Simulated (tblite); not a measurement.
A tight-binding relaxation on `[SiH3][Se][Si@H](C=C)N(C)[SiH3]`.

Computed with GFN2-xTB geometry optimisation, gas phase (tblite 0.8.0). Start geometry: from a force field or distance geometry. The command runs a driver script over a list of jobs; the input below is this job's line of settings and its coordinates in Å.

Command:
```bash
OMP_NUM_THREADS=1 python probes_run.py task.json out
```

Input:
```
{"job": {"kind": "relax", "xc": "GFN2-xTB", "basis": "xTB"}, "charge": 0, "multiplicity": 1}
C      0.538900     3.055300     0.324400
C      0.238500     1.808400     0.663300
Si    -0.264800     0.554000    -0.589900
Se     1.414600     0.320100    -2.124500
Si     2.826100    -0.503200    -0.510400
N     -0.658200    -1.020200     0.195600
C     -0.953800    -2.026200    -0.824600
Si    -2.100000    -0.774600     1.239500
H      0.840600     3.770600     1.082600
H      0.461100     3.380300    -0.704800
H      0.315700     1.500000     1.710600
H     -1.470700     1.053100    -1.293600
H      2.249900    -1.718500     0.084000
H      3.025000     0.509100     0.529100
H      4.121400    -0.812500    -1.129000
H     -1.797600    -1.712800    -1.468400
H     -1.215800    -2.991700    -0.333400
H     -0.057700    -2.227600    -1.444800
H     -2.482600    -2.055000     1.862200
H     -1.806300     0.192200     2.306400
H     -3.233200    -0.283900     0.425400
```

Output:
```
step      E/eV     max force
  0    -663.46640    1.659
  1    -663.55297    1.098
  2    -663.60679    0.587
  3    -663.63334    0.593
  4    -663.66038    0.468
  5    -663.68577    0.450
  6    -663.71967    0.555
  7    -663.74747    0.536
  8    -663.76853    0.390
  9    -663.78330    0.314
... (202 lines left out)
212    -663.95730    0.017
213    -663.95735    0.019
214    -663.95740    0.012
215    -663.95743    0.013
216    -663.95746    0.014
217    -663.95749    0.013
218    -663.95752    0.013
219    -663.95755    0.012
220    -663.95756    0.018
221    -663.95757    0.009
```

«max force» is the largest atomic force in eV/Å.

Main results: energy lowered by 11.3 kcal/mol over 221 steps; largest atomic force 0.009 eV/Å at the end.

Q: How long does this job take on one thread, Arm Neoverse N1 (aarch64), no GPU, shared host with 64 logical CPUs at a one-minute load of 60?

A: About 4.9 s.
Labels such as C1 count atoms from 1, the log's own numbers from 0.
